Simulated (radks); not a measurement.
The numbers below are computed, except where a source is named.
Effect of the nuclear size on neutral bromine, [Ar] 3d10 4s2 4p5. Level of theory: Dirac Kohn-Sham, BLYP, spin-unpolarised, spherical densities, finite nucleus; open shells are shared between the two j in proportion to 2j + 1; Fermi nuclear charge, rms radius 4.1629 fm (a radial shooting solver on a logarithmic mesh with Libxc functionals). The rms radius is varied about that value; shifts are against it.

| rms radius (fm) | total energy shift (eV) | density at nucleus (e/bohr^3) | 1s1/2 shift (meV) | 2s1/2 shift (meV) | 3s1/2 shift (meV) | 3p1/2 shift (meV) | 4s1/2 shift (meV) |
|---|---|---|---|---|---|---|---|
| 3.5301 | -0.152 | 4.494e+04 | -64.7 | -6.50 | -1.02 | 0.094 | -0.107 |
| 3.9256 | -0.0599 | 4.458e+04 | -25.4 | -2.55 | -0.400 | 0.037 | -0.042 |
| 4.1629 | 0 | 4.438e+04 | 0.000 | 0.000 | 0.000 | 0.000 | 0.000 |
| 4.5251 | 0.0976 | 4.41e+04 | 41.4 | 4.16 | 0.653 | -0.060 | 0.068 |
| 5.0621 | 0.256 | 4.373e+04 | 109 | 10.9 | 1.71 | -0.158 | 0.179 |

Slopes of the eigenvalues against <r^2> in GHz/fm^2, as finite differences over the two radii next to the reference (eigenvalue slopes, not the field-shift constants of lines): 1s1/2 3190, 2s1/2 321, 3s1/2 50.2, 3p1/2 -4.64, 4s1/2 5.26.
